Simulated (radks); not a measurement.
The numbers below are computed, except where a source is named.
Excited configurations of the iron ion Fe3+: one electron is placed in a higher orbital outside [Ar] 3d4. The ground configuration is [Ar] 3d5. Level of theory: scalar-relativistic Kohn-Sham, PBE, spin-unpolarised, spherical densities, finite nucleus; Fermi nuclear charge, rms radius 3.7377 fm (a radial shooting solver on a logarithmic mesh with Libxc functionals). Excitation = E - E(ground); binding = E(ion) - E, where the ion is the core of charge +4; n* = 4/sqrt(2 binding) in atomic units, and the quantum defect is n - n*.

outer orbital	excitation (eV)	binding (eV)	n*	eigenvalue (eV)	<r> (bohr)
5p	36.571	16.518	3.630	-14.629	4.832
5d	40.668	12.421	4.186	-10.893	5.981
5f	43.856	9.233	4.856	-8.006	7.423
6p	42.842	10.247	4.609	-9.168	7.895
7s	45.369	7.720	5.310	-6.944	10.79
7d	47.265	5.824	6.114	-5.227	13.60

The Delta-SCF ionisation energy is 53.089 eV (NIST Atomic Spectra Database: 54.91 eV, measured). Self-interaction in the functional shifts the binding energies and quantum defects, so they are the method's values and not measured ones. Spin polarisation and multiplet splitting are left out, so open shells lie too high by an amount that depends on their filling.

Beside tabulated values, note that spin-unpolarised runs miss the spin-polarisation part of the exchange energy of open shells.
